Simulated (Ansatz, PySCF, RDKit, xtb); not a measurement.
Complex: SiH4 (SMILES [SiH4]) (first 5 atoms) with Si2H6 (SMILES [SiH3][SiH3]); geometry from B3LYP-D3(BJ)/def2-TZVP, rigid monomers moved along the line of their centres of mass till Si1···H11 is 2.91 Å.
(charge 0, multiplicity 1):
```csv
atom,x (Å),y (Å),z (Å)
Si,-0.0956,0.1107,-0.1592
H,-0.2077,-1.1479,0.6113
H,-1.4479,0.5939,-0.5160
H,0.6863,-0.1350,-1.3923
H,0.5919,1.1291,0.6652
Si,0.8922,-0.8690,3.4873
Si,-0.7946,0.7599,3.4654
H,0.3044,-2.2182,3.3059
H,1.6014,-0.8325,4.7900
H,1.8780,-0.6290,2.4075
H,-1.6397,0.6346,2.2537
H,-0.2017,2.1187,3.4892
H,-1.6636,0.5997,4.6571
```

Interaction energies are E(AB) − E(A) − E(B) at the monomers' geometry in the complex; basis-set methods are counterpoise corrected. Rows marked so take none.

Rows in 6-31G* carry no dispersion term and start afresh at each structure (6-31G* with six Cartesian d functions).

Run with Ansatz (Gaussian orbitals); PySCF for 6-31G* rows, the dispersion terms; RDKit for the force fields; xtb for the GFN methods. Each number belongs to the level named beside it.

One of these levels gives 29.5 kJ/mol for the interaction energy. Which one is it?
(A) PBE-D3(BJ)/def2-TZVPPD
(B) MMFF94
(C) HF/6-31G* (no counterpoise)
(D) GFN-FF

B, MMFF94. The others give -4.7 (GFN-FF), 14.6 (HF/6-31G* (no counterpoise)), -6.3 (PBE-D3(BJ)/def2-TZVPPD)

Ansatz is an electronic-structure program.
